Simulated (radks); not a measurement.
The numbers below are computed, except where a source is named.
Initial-state core-level shifts of the cadmium ion Cd2+ when its valence configuration changes from [Kr] 4d10. Level of theory: Dirac Kohn-Sham, PBE, spin-unpolarised, spherical densities, finite nucleus; open shells are shared between the two j in proportion to 2j + 1; Fermi nuclear charge, rms radius 4.6087 fm (a radial shooting solver on a logarithmic mesh with Libxc functionals). Shifts are changes of the shell-averaged eigenvalues in eV (positive: less bound); the change of the density at the nucleus, which sets a Mossbauer isomer shift, is in e/bohr^3, on a base of 1.595e+05.

| valence | 2p | 3p | 4s | 4p | density at nucleus |
|---|---|---|---|---|---|
| 4d9 5s1 | -6.062 | -5.920 | -5.316 | -5.092 | +40.06 |
| 4d9.5 5p0.5 | -3.683 | -3.631 | -3.360 | -3.249 | +2.33 |
| 4d8 5s2 | -12.566 | -12.218 | -10.829 | -10.353 | +87.93 |
| 4d9 5p1 | -7.457 | -7.339 | -6.744 | -6.512 | +4.98 |
| 4d8 5p2 | -15.258 | -14.955 | -13.556 | -13.058 | +11.17 |
| 4d9.5 5s0.5 | -2.973 | -2.910 | -2.630 | -2.521 | +19.07 |
